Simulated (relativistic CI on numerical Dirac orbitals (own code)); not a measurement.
**What each ingredient does to the levels of Ag44+**

Base calculation: Dirac-Coulomb-Breit CI, KLI orbitals optimised for each configuration, model QED (radiative potential, 1s self-energy scaled to tabulated hydrogen-like ionisation energies), unscaled Slater integrals.

Configurations in the expansion (outside the closed core 1s2): 2s, 2p, 3s, 3p, 3d, 4s, 4p, 4d, 4f, 5s, 5p, 5d, 5f, 5g. Levels of other configurations are missing.

Variants: (1) Breit term removed; (2) non-relativistic limit. Shifts of the energy above 2s ²S1/2, in eV, for the lowest level and the first level of each name with at least 55 % of one term (blank where a level changes its place among those of its configuration and J or its character, or is not in the variant):

| Level | Base | Δ(1) | Δ(2) |
| --- | --- | --- | --- |
| 2s ²S1/2 | 0.00 | 0.00 | 0.00 |
| 2p ²P°1/2 | 99.61 | -3.67 | -12.40 |
| 2p ²P°3/2 | 303.88 | +0.49 | -216.68 |
| 3s ²S1/2 | 4083.84 | +2.60 | -168.58 |
| 3p ²P°1/2 | 4111.39 | +1.61 | -171.73 |
| 3p ²P°3/2 | 4172.02 | +2.76 | -232.36 |
| 3d ²D3/2 | 4181.27 | +3.55 | -231.49 |
| 3d ²D5/2 | 4199.99 | +3.60 | -250.20 |
| 4s ²S1/2 | 5493.28 | +3.20 | -218.27 |
| 4p ²P°1/2 | 5504.58 | +2.80 | -219.47 |
| 4p ²P°3/2 | 5530.09 | +3.27 | -244.98 |
| 4d ²D3/2 | 5533.95 | +3.58 | -244.66 |
| 4d ²D5/2 | 5541.86 | +3.61 | -252.57 |
| 4f ²F°5/2 | 5542.06 | +3.62 | -252.53 |

At this charge energies of transitions that change n are usually good to better than 1 %, and those within a shell (Δn = 0) to a few per cent.

Ionisation energy from the two ground configurations alone: base 7270.84 eV; Breit term removed 7274.46 eV. The NIST ASD value (theoretical) is 7271.3 eV.
